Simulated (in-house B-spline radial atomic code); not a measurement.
# Ionising neutral nickel with different functionals

Computed with a radial B-spline atomic code at the basis-set limit: scalar-relativistic (spin-free X2C) Hamiltonian, Fermi nucleus of rms radius 3.7757 fm, spin-polarised at highest spin, spherical fractional occupations for the functionals, the average over the highest-spin determinants for Hartree-Fock. The ionisation energy is the difference of two self-consistent energies, [Ar] 3d8 4s2 → [Ar] 3d9, without Breit or QED terms; ε is the level of the shell that loses the electron (its least bound occupied spin orbital). The two configurations differ by more than the removed electron.

Hybrids are left out here: with spherical fractional occupations of an open shell their exact exchange keeps a self-interaction that integer-occupation calculations don't have.

```
           method          rung  ΔSCF (eV)  -ε(4s) (eV)
     Hartree-Fock  Hartree-Fock       7.46         7.44
         LDA VWN5           LDA          ?            ?
         LDA PW92           LDA       7.26         5.68
LDA exchange-only           LDA       6.72         4.64
              PBE           GGA       7.07         5.46
           PBEsol           GGA       7.01         5.48
             BLYP           GGA       7.23         5.44
             RPBE           GGA       6.93         5.38
             PW91           GGA       7.09         5.52
             BP86           GGA       7.23         5.64
             AM05           GGA       6.91         5.42
             OLYP           GGA       6.47         5.16
             TPSS      meta-GGA          ?            ?
             SCAN      meta-GGA       7.19         5.72
           r2SCAN      meta-GGA       6.98         5.70
          revTPSS      meta-GGA       6.88         5.47
```

Question: What does LDA VWN5 give?

Answer: ΔSCF 7.26 eV, and -ε(4s) = 5.68 eV.

Question: What does TPSS give?

Answer: ΔSCF 6.80 eV, and -ε(4s) = 5.43 eV.

Question: How do they compare with the NIST value?

Answer: NIST lists 7.640 eV (measured, ground level to ground level). Errors run from -1.17 to -0.18 eV; Hartree-Fock is closest (-0.18 eV), but part of that can be cancellation, since the calculations leave out spin-orbit coupling, Breit-QED terms, multiplet and fine-structure energies. Hartree-Fock also lacks correlation.
